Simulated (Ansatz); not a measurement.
A nudged elastic band was laid between two geometries of C2H4LiNO (9 atoms, charge 0, multiplicity 1).

These are results of RKS B3LYP-D4/STO-3G in Ansatz 0.2.0, not measurements.

- movable images: 7
- climbing image: yes
- spring: 5.0 eV/Å²
- optimiser: quadratic models (default)
- start path: through a guess of the saddle point
- force threshold: 0.03 eV/Å
- iteration limit: 60
- end points: relaxed

Image 0:

```xyz
9
Properties=species:S:1:pos:R:3
Li -2.493 -0.957 1.011
N -1.383 0.165 0.697
C -0.483 1.056 0.437
O 0.774 0.860 -0.204
C 0.980 -0.553 -0.579
H -0.543 2.145 0.680
H 1.975 -0.592 -1.062
H 0.968 -1.218 0.309
H 0.205 -0.906 -1.289
```

Image 8:

```xyz
9
Properties=species:S:1:pos:R:3
Li -1.268 -0.883 0.436
N -1.089 0.815 0.682
C 0.027 1.579 0.296
O 1.008 0.796 -0.330
C 0.793 -0.657 -0.509
H -1.745 1.501 1.130
H 1.679 -1.080 -1.016
H 0.693 -1.195 0.479
H -0.098 -0.874 -1.169
```

(1) Which bonds break or form, and what moves?

(2) What energy profile does the band end with?

(3) What is the geometry of the highest image?

Answers

(1) Bonds broken: C3–H6. Bonds formed: Li1–C5, N2–H6.

(2) The run converged. The highest image is number 3 of 0 to 8, 3.62 eV above the first end and 2.19 eV above the last; the last end lies 1.43 eV above the first. Neighbouring images differ by up to 1.6 eV, so the band resolves the path poorly. A vibrational analysis at the climbing image gives one clearly imaginary mode, 1922i cm⁻¹: a first-order saddle point. The orbitals stay closed-shell, which can raise the energy where a bond breaks towards radicals; this wasn't checked here. Limits of this set-up: minimal basis.

| image | path coordinate (Å) | energy (eV) | C3–H6 (Å) | Li1–C5 (Å) | N2–H6 (Å) |
| --- | --- | --- | --- | --- | --- |
| 0 | 0.00 | 0.00 | 1.12 | 3.84 | 2.15 |
| 1 | 0.41 | 0.40 | 1.11 | 3.89 | 1.99 |
| 2 | 0.82 | 2.03 | 1.12 | 3.84 | 1.68 |
| 3 | 1.23 | 3.62 | 1.28 | 3.81 | 1.30 |
| 4 | 1.62 | 2.46 | 1.63 | 3.77 | 1.07 |
| 5 | 2.02 | 1.89 | 1.88 | 3.48 | 1.06 |
| 6 | 2.42 | 1.72 | 1.93 | 3.09 | 1.05 |
| 7 | 2.82 | 1.55 | 1.95 | 2.68 | 1.05 |
| 8 | 3.22 | 1.43 | 1.96 | 2.28 | 1.05 |

(3) 
```xyz
9
Properties=species:S:1:pos:R:3
Li -2.426 -0.632 1.042
N -1.206 0.371 0.652
C -0.204 1.270 0.346
O 0.967 0.855 -0.298
C 1.014 -0.607 -0.606
H -1.278 1.638 0.934
H 1.988 -0.768 -1.103
H 0.954 -1.219 0.315
H 0.190 -0.907 -1.282
```

Run time: 2.5 min on 1 thread of Arm Neoverse V1, on a shared host, peak memory 0.098 GiB.
